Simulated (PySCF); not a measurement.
Ta(NH)(F)2(OH) (F2H2NOTa), SMILES [NH]=[Ta]([OH])([F])[F], multiplicity 1. Atoms are numbered in the order given.

```xyz
7

Ta     0.0120    -0.0050     0.0000
N     -0.0536    -1.7736     0.0000
H     -0.0574    -2.7869     0.0000
F      0.9103     0.5589     1.5740
F      0.9103     0.5589    -1.5740
O     -1.7732     0.6573     0.0000
H     -2.6462     0.2477     0.0000
```
Charge 0, spin multiplicity 1.

Geometry: B3LYP-D3(BJ)/def2-SVP. The multiplicity is an assumed one; no other spin state was optimised. The structure was generated by enumeration; whether it is a known compound was not checked. The def2 effective core potentials stand for the cores of Ta; spin–orbit coupling is left out. Other conformers were not sampled.

These are PySCF with PBE/def2-TZVP values and carry that method's errors.

Symmetry labels are those of the subgroup Cs that the program uses (full group Cs).

Computed valence orbital energies around the gap with their symmetry:
```csv
orbital,symmetry,energy (eV)
HOMO−7,A',-10.45
HOMO−6,A",-10.38
HOMO−5,A',-9.84
HOMO−4,A",-9.78
HOMO−3,A',-8.85
HOMO−2,A",-8.62
HOMO−1,A',-6.87
HOMO,A",-6.76
LUMO,A',-1.62
LUMO+1,A",-1.46
LUMO+2,A',-1.11
LUMO+3,A',-0.78
```
